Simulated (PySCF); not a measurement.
Job file and geometry (Å, from PBE0-D3(BJ)/def2-SVP) of an NMR shielding run on `C#C[C@@H]1C=CC[Si@H]1O[SiH3]`, C6H10OSi2, PySCF, GIAO PBE0/pcSseg-1 NMR shielding, non-relativistic, gas phase; density fitting, a coarse starting grid and PySCF grid level 2 are the driver's defaults:

```
$ OMP_NUM_THREADS=1 python probes_run.py task.json out

{"job": {"kind": "nmr", "xc": "PBE0", "basis": "pcSseg-1"}, "charge": 0, "multiplicity": 1}
C     -3.882219    -1.597169    -0.338358
C     -2.713834    -1.411990    -0.071201
C     -1.313642    -1.141092     0.208734
C     -1.110949    -0.191254     1.376054
C     -0.822130     1.092553     1.112853
C     -0.709563     1.537537    -0.321990
Si    -0.496089    -0.122590    -1.188615
O      1.116712    -0.516967    -1.294215
Si     2.436120    -0.622110    -0.289521
H     -4.916394    -1.774023    -0.566826
H     -0.776325    -2.093321     0.366974
H     -1.229463    -0.560581     2.399333
H     -0.682426     1.812139     1.926874
H     -1.622750     2.066911    -0.648573
H      0.133171     2.228238    -0.487300
H     -1.094423    -0.292875    -2.536826
H      2.171781    -1.593753     0.815444
H      2.748759     0.714057     0.303098
H      3.597530    -1.090984    -1.095735
```

**Question.** What does the program print?

**Answer.** 
```
coarse grid: 17056 points
cycle   1  E = -887.9934465447  dE =  1.086e+00  |g| = 8.193e-01  |ddm| = 4.207e+00
cycle   2  E = -887.8097868520  dE =  1.837e-01  |g| = 1.280e+00  |ddm| = 1.858e+00
cycle   3  E = -888.1195636692  dE = -3.098e-01  |g| = 1.668e-01  |ddm| = 1.295e+00
cycle   4  E = -888.1253340770  dE = -5.770e-03  |g| = 4.441e-02  |ddm| = 2.049e-01
cycle   5  E = -888.1257293042  dE = -3.952e-04  |g| = 2.212e-02  |ddm| = 5.556e-02
cycle   6  E = -888.1258305662  dE = -1.013e-04  |g| = 8.806e-03  |ddm| = 2.175e-02
cycle   7  E = -888.1258496110  dE = -1.904e-05  |g| = 1.567e-03  |ddm| = 7.437e-03
cycle   8  E = -888.1258502167  dE = -6.057e-07  |g| = 3.690e-04  |ddm| = 1.904e-03
final grid: 156032 points
cycle   9  E = -888.1904025871  dE = -2.784e-05  |g| = 8.942e-03  |ddm| = 5.308e-02
cycle  10  E = -888.1903823084  dE =  2.028e-05  |g| = 1.355e-02  |ddm| = 1.994e-02
cycle  11  E = -888.1904194044  dE = -3.710e-05  |g| = 1.764e-03  |ddm| = 1.250e-02
cycle  12  E = -888.1904200468  dE = -6.424e-07  |g| = 4.850e-04  |ddm| = 1.543e-03
cycle  13  E = -888.1904200922  dE = -4.536e-08  |g| = 2.373e-04  |ddm| = 5.411e-04
cycle  14  E = -888.1904201057  dE = -1.351e-08  |g| = 3.756e-05  |ddm| = 2.049e-04
cycle  15  E = -888.1904201060  dE = -3.024e-10  |g| = 1.136e-05  |ddm| = 5.140e-05
converged SCF energy = -888.1904201060

GIAO shielding tensors (ppm)
atom      isotropic    diamagn.    paramagn.     s11        s22        s33       span
  0 C      110.264     258.008    -147.744     38.305     42.113    250.374    212.069
  1 C      101.162     258.377    -157.215      0.853      6.684    295.950    295.097
  2 C      161.814     251.977     -90.163    149.272    164.190    171.979     22.707
  3 C       44.079     256.422    -212.343    -70.404     63.436    139.206    209.609
  4 C       42.776     256.932    -214.156    -71.002     54.368    144.963    215.965
  5 C      165.786     256.424     -90.638    154.818    162.997    179.544     24.726
  6 Si     332.087     878.657    -546.569    307.504    339.117    349.640     42.136
  7 O      309.291     399.808     -90.517    256.754    321.138    349.983     93.229
  8 Si     390.500     878.514    -488.015    344.838    358.836    467.825    122.987
  9 H       29.406      32.683      -3.277     24.089     24.377     39.753     15.664
 10 H       28.644      29.684      -1.040     23.620     28.196     34.116     10.496
 11 H       25.064      31.357      -6.293     23.219     25.149     26.824      3.605
 12 H       25.036      31.390      -6.354     22.749     25.412     26.947      4.198
 13 H       29.632      29.677      -0.045     25.636     26.677     36.582     10.947
 14 H       29.796      31.799      -2.003     26.409     27.228     35.752      9.343
 15 H       25.979      27.798      -1.819     22.437     24.457     31.044      8.607
 16 H       26.536      29.586      -3.051     22.772     25.823     31.014      8.242
 17 H       26.539      29.642      -3.103     22.865     25.501     31.250      8.385
 18 H       26.409      27.456      -1.047     22.913     24.258     32.056      9.143
```

**Question.** Turn these shieldings into chemical shifts. References, each an isolated molecule treated in the same way: 13C (σref 184.41), 29Si (σref 351.99), 1H (σref 31.27) vs TMS; H2O for 17O (σref 334.56).

**Answer.** Averaging equivalent atoms: C 4: 141.6; C 3: 140.3; C 1: 83.2; C 0: 74.1; C 2: 22.6; C 5: 18.6; Si 6: 19.9; Si 8: -38.5; O 7: 25.3; H 12: 6.23; H 11: 6.20; H 15: 5.29; H 16/17/18: 4.77; H 10: 2.62; H 9: 1.86; H 13: 1.64; H 14: 1.47 ppm. Experimental scales use liquid or dissolved standards, which lie at an offset from isolated H2O (liquid H2O: subtract about 36 ppm).

Size and cost of the density-fitted run: 217 basis functions, 74 s wall time on 1 thread of an Arm Neoverse N1, shared host; peak memory 1.1 GiB.
